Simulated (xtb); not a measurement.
C₂H₃O (SMILES C[C-]=O), charge -1, singlet, from a rough starting geometry; xtb 6.7.1 with GFN2-xTB.

Input for xtb:
```
$ xtb mol.xyz --gfn 2 --chrg -1 --opt vtight --json

# file mol.xyz
6

O      1.73666171     0.79062207     0.04915722
C      0.56680001     0.93501323     0.03585545
C     -0.42308642    -0.28387781     0.02498187
H      0.22910265    -1.16900207     0.04810263
H     -1.03085298    -0.15871476     0.87607526
H     -1.01796375    -0.21710556    -0.88301277
```

It wrote (shortened):

```
   ID    Z sym.   atoms
    1    8 O      1
    2    6 C      2, 3
    3    1 H      4-6

           -------------------------------------------------
          |                Calculation Setup                |
           -------------------------------------------------

           -------------------------------------------------
          |                 G F N 2 - x T B                 |
           -------------------------------------------------

          ...................................................
          :                      SETUP                      :
          :.................................................:
          :  # basis functions                  15          :
          :  # atomic orbitals                  15          :
          :  # shells                            9          :
          :  # electrons                        18          :
          :  max. iterations                   250          :
          :  Hamiltonian                  GFN2-xTB          :
          :  restarted?                      false          :
          :  GBSA solvation                  false          :
          :  PC potential                    false          :
          :  electronic temp.          300.0000000     K    :
          :  accuracy                    1.0000000          :
          :  -> integral cutoff          0.2500000E+02      :
          :  -> integral neglect         0.1000000E-07      :
          :  -> SCF convergence          0.1000000E-05 Eh   :
          :  -> wf. convergence          0.1000000E-03 e    :
          :  Broyden damping             0.4000000          :
          :  net charge                         -1          :
          :  unpaired electrons                  0          :
          ...................................................

 iter      E             dE          RMSdq      gap      omega  full diag
   1    -10.0187153 -0.100187E+02  0.649E+00    2.11       0.0  T
   2    -10.0404144 -0.216991E-01  0.333E+00    2.26       1.0  T
   3    -10.0407524 -0.338045E-03  0.117E+00    2.25       1.0  T
   4    -10.0409040 -0.151633E-03  0.139E-01    2.28       1.0  T
   5    -10.0409082 -0.421147E-05  0.660E-02    2.29       1.0  T
   6    -10.0409056  0.259178E-05  0.323E-02    2.29       1.3  T
   7    -10.0409102 -0.456623E-05  0.107E-02    2.29       3.8  T
   8    -10.0409106 -0.417742E-06  0.179E-03    2.29      22.8  T
   9    -10.0409106 -0.123922E-07  0.343E-04    2.29     119.2  T
  10    -10.0409106 -0.284249E-09  0.418E-05    2.29     977.4  T

   *** convergence criteria satisfied after 10 iterations ***

         :::::::::::::::::::::::::::::::::::::::::::::::::::::
         ::                     SUMMARY                     ::
         :::::::::::::::::::::::::::::::::::::::::::::::::::::
         :: total energy              -9.928994167294 Eh    ::
         :: gradient norm              0.245417418999 Eh/a0 ::
         :: HOMO-LUMO gap              2.288160251583 eV    ::
         ::.................................................::
         :: SCC energy               -10.040910580500 Eh    ::
         :: -> isotropic ES            0.178131903202 Eh    ::
         :: -> anisotropic ES          0.001664778465 Eh    ::
         :: -> anisotropic XC          0.000901971422 Eh    ::
         :: -> dispersion             -0.002385064296 Eh    ::
         :: repulsion energy           0.111916413206 Eh    ::
         :: add. restraining           0.000000000000 Eh    ::
         :: total charge              -1.000000000000 e     ::
         :::::::::::::::::::::::::::::::::::::::::::::::::::::

      -----------------------------------------------------------
     |                   =====================                   |
     |                        A N C O P T                        |
     |                   =====================                   |
     |               Approximate Normal Coordinate               |
     |                Rational Function Optimizer                |
      -----------------------------------------------------------
      -----------------------------------------------------------
     |                   =====================                   |
     |                        A N C O P T                        |
     |                   =====================                   |
     |               Approximate Normal Coordinate               |
     |                Rational Function Optimizer                |
      -----------------------------------------------------------

          ...................................................
          :                      SETUP                      :
          :.................................................:
          :   optimization level         verytight          :
          :   max. optcycles                   200          :
          :   ANC micro-cycles                  20          :
          :   degrees of freedom                12          :
          :.................................................:
          :   RF solver                   davidson          :
          :   write xtbopt.log                true          :
          :   linear?                        false          :
          :   energy convergence         0.1000000E-06 Eh   :
          :   grad. convergence          0.2000000E-03 Eh/α :
          :   maxmium RF displ.          1.0000000          :
          :   Hlow (freq-cutoff)         0.1000000E-01      :
          :   Hmax (freq-cutoff)         5.0000000          :
          :   S6 in model hess.         20.0000000          :
          ...................................................

generating ANC from exact Hessian ...
Using Lindh-Hessian (1995)
 Shifting diagonal of input Hessian by    0.0000000000000000
 Lowest  eigenvalues of input Hessian
    0.000000    0.000000    0.000000    0.000000    0.000000    0.000000
    0.032506    0.042939    0.083750    0.093712    0.131858    0.146632
[...]
 * total energy  :    -9.9289942 Eh     change       -0.2811973E-11 Eh
 * total energy  :    -9.9540866 Eh     change       -0.2509239E-01 Eh
 * total energy  :    -9.9545427 Eh     change       -0.4561519E-03 Eh
 * total energy  :    -9.9545701 Eh     change       -0.2744237E-04 Eh
 * total energy  :    -9.9545765 Eh     change       -0.6365148E-05 Eh
 * total energy  :    -9.9545795 Eh     change       -0.2999121E-05 Eh
 * total energy  :    -9.9545804 Eh     change       -0.8460346E-06 Eh
 * total energy  :    -9.9545804 Eh     change       -0.7486759E-07 Eh
   *** GEOMETRY OPTIMIZATION CONVERGED AFTER 8 ITERATIONS ***
[...]
          :  restarted?                      false          :
          :  GBSA solvation                  false          :
          :  PC potential                    false          :
          :  electronic temp.          300.0000000     K    :
          :  accuracy                    1.0000000          :
          :  -> integral cutoff          0.2500000E+02      :
          :  -> integral neglect         0.1000000E-07      :
          :  -> SCF convergence          0.1000000E-05 Eh   :
          :  -> wf. convergence          0.1000000E-03 e    :
          :  Broyden damping             0.4000000          :
          :  net charge                         -1          :
          :  unpaired electrons                  0          :
          ...................................................

 iter      E             dE          RMSdq      gap      omega  full diag
   1    -10.0321594 -0.100322E+02  0.873E-05    2.50       0.0  T
   2    -10.0321594 -0.506972E-11  0.470E-05    2.50     868.0  T
   3    -10.0321594 -0.138201E-11  0.350E-05    2.50    1165.1  T

   *** convergence criteria satisfied after 3 iterations ***

         :::::::::::::::::::::::::::::::::::::::::::::::::::::
         ::                     SUMMARY                     ::
         :::::::::::::::::::::::::::::::::::::::::::::::::::::
         :: total energy              -9.954580432249 Eh    ::
         :: gradient norm              0.000044273422 Eh/a0 ::
         :: HOMO-LUMO gap              2.504766037941 eV    ::
         ::.................................................::
         :: SCC energy               -10.032159307982 Eh    ::
         :: -> isotropic ES            0.170309476237 Eh    ::
         :: -> anisotropic ES          0.004149071902 Eh    ::
         :: -> anisotropic XC          0.002208478472 Eh    ::
         :: -> dispersion             -0.002392647811 Eh    ::
         :: repulsion energy           0.077578875733 Eh    ::
         :: add. restraining           0.000000000000 Eh    ::
         :: total charge              -1.000000000000 e     ::
         :::::::::::::::::::::::::::::::::::::::::::::::::::::

           -------------------------------------------------
          |                Property Printout                |
           -------------------------------------------------

    * Orbital Energies and Occupations

         #    Occupation            Energy/Eh            Energy/eV
      -------------------------------------------------------------
         1        2.0000           -0.3984684             -10.8429
         2        2.0000           -0.3646253              -9.9220
         3        2.0000           -0.2907596              -7.9120
         4        2.0000           -0.2633513              -7.1662
         5        2.0000           -0.2591746              -7.0525
         6        2.0000           -0.2218991              -6.0382
         7        2.0000           -0.1918628              -5.2209
         8        2.0000           -0.1589334              -4.3248
         9        2.0000           -0.0479602              -1.3051 (HOMO)
        10                          0.0440882               1.1997 (LUMO)
        11                          0.2961829               8.0595
        12                          0.3752982              10.2124
        13                          0.4058376              11.0434
        14                          0.4095769              11.1452
        15                          0.7016499              19.0929
      -------------------------------------------------------------
                  HL-Gap            0.0920485 Eh            2.5048 eV
             Fermi-level           -0.0019360 Eh           -0.0527 eV

     #   Z          covCN         q      C6AA      α(0)
     1   8 O        0.856    -0.577    25.550     6.777
     2   6 C        1.810    -0.151    35.477     9.625
     3   6 C        3.725    -0.085    22.227     6.732
     4   1 H        0.923    -0.061     4.363     3.266
     5   1 H        0.924    -0.064     4.448     3.298
     6   1 H        0.924    -0.064     4.441     3.296

 Mol. C6AA /au·bohr⁶  :        482.214743
 Mol. C8AA /au·bohr⁸  :      10342.437786
 Mol. α(0) /au        :         32.993461

Wiberg/Mayer (AO) data.
largest (>0.10) Wiberg bond orders for each atom

 ---------------------------------------------------------------------------
     #   Z sym  total        # sym  WBO       # sym  WBO       # sym  WBO
 ---------------------------------------------------------------------------
     1   8 O    1.914 --     2 C    1.830
     2   6 C    2.749 --     1 O    1.830     3 C    0.897
     3   6 C    3.905 --     5 H    0.983     6 H    0.983     4 H    0.980
                             2 C    0.897
     4   1 H    0.996 --     3 C    0.980
     5   1 H    0.996 --     3 C    0.983
     6   1 H    0.996 --     3 C    0.983
 ---------------------------------------------------------------------------

Topologies differ in total number of bonds
Writing topology from bond orders to xtbtopo.mol

molecular dipole:
                 x           y           z       tot (Debye)
 q only:       -1.815      -0.900      -0.068
   full:       -1.883      -1.538      -0.061       6.182
molecular quadrupole (traceless):
                xx          xy          yy          xz          yz          zz
 q only:       -6.007      -4.842       1.635      -0.246      -0.113       4.372
  q+dip:       -5.371      -4.945      -0.028      -0.255      -0.127       5.399
   full:       -5.710      -4.790      -0.674      -0.280      -0.103       6.384

optimized geometry written to: xtbopt.xyz

           -------------------------------------------------
          | TOTAL ENERGY               -9.954580432249 Eh   |
          | GRADIENT NORM               0.000044273422 Eh/α |
          | HOMO-LUMO GAP               2.504766037941 eV   |
           -------------------------------------------------

normal termination of xtb
```
